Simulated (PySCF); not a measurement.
CHF, SMILES [CH]F (connectivity only; charge and spin as stated), neutral, multiplicity 1.

Geometry optimised at B3LYP-D3(BJ)/def2-TZVPD. The isomer is the one that the SMILES or the coordinates give; other isomers of the formula were not compared.

Level of theory: r2SCAN/def2-TZVPD in PySCF.

Symmetry labels are those of the subgroup Cs that the program uses (full group Cs).

**Question.** List the valence orbital energies around the gap with their symmetry. (Estimate from the structure and the level; the computed values follow.)

**Answer.** 
```json
[
 {"orbital": "HOMO−7", "symmetry": "A'", "energy (eV)": "-668.42"},
 {"orbital": "HOMO−6", "symmetry": "A'", "energy (eV)": "-276.65"},
 {"orbital": "HOMO−5", "symmetry": "A'", "energy (eV)": "-34.06"},
 {"orbital": "HOMO−4", "symmetry": "A'", "energy (eV)": "-17.86"},
 {"orbital": "HOMO−3", "symmetry": "A'", "energy (eV)": "-13.84"},
 {"orbital": "HOMO−2", "symmetry": "A\"", "energy (eV)": "-13.03"},
 {"orbital": "HOMO−1", "symmetry": "A'", "energy (eV)": "-11.85"},
 {"orbital": "HOMO", "symmetry": "A'", "energy (eV)": "-6.09"},
 {"orbital": "LUMO", "symmetry": "A\"", "energy (eV)": "-3.84"},
 {"orbital": "LUMO+1", "symmetry": "A'", "energy (eV)": "0.91"},
 {"orbital": "LUMO+2", "symmetry": "A'", "energy (eV)": "1.98"},
 {"orbital": "LUMO+3", "symmetry": "A'", "energy (eV)": "2.90"}
]
```
